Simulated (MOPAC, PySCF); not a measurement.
CH$_{4}$OSi, SMILES `[SiH2]1OC1`, neutral singlet in the gas phase. 

Cartesian coordinates (Å):
```xyz
7

C     -0.9365    -0.0027     0.1294
O     -0.2490    -0.2544    -1.1719
Si     0.8697     0.0333     0.0259
H     -1.5326     0.9052     0.1155
H     -1.4757    -0.8741     0.4897
H      1.7005    -1.1049     0.4583
H      1.6236     1.2978    -0.0470
```
Charge 0, multiplicity 1.

All levels are single points at this geometry (B3LYP-D3(BJ)/def2-TZVP); Pople sets use spherical d functions. Orbital energies aren't observables, and empty levels follow the basis.

BP86/6-31G* in PySCF gives gap (eV) = 5.30.

Question: Estimate the gap (eV) from each of these levels: B3LYP-D3(BJ)/def2-TZVP in PySCF; PBE-D3(BJ)/def2-TZVP in PySCF; B3LYP/3-21G in PySCF; M06-2X/6-31G* in PySCF; SVWN5/6-31G* in PySCF; HF/STO-3G in PySCF; PM6 in MOPAC; PM7 in MOPAC.

Answer: 
```tsv
level	gap (eV)
B3LYP-D3(BJ)/def2-TZVP in PySCF	6.73
PBE-D3(BJ)/def2-TZVP in PySCF	5.09
B3LYP/3-21G in PySCF	7.09
M06-2X/6-31G* in PySCF	9.38
SVWN5/6-31G* in PySCF	5.20
HF/STO-3G in PySCF	17.64
PM6 in MOPAC	9.73
PM7 in MOPAC	10.67
```
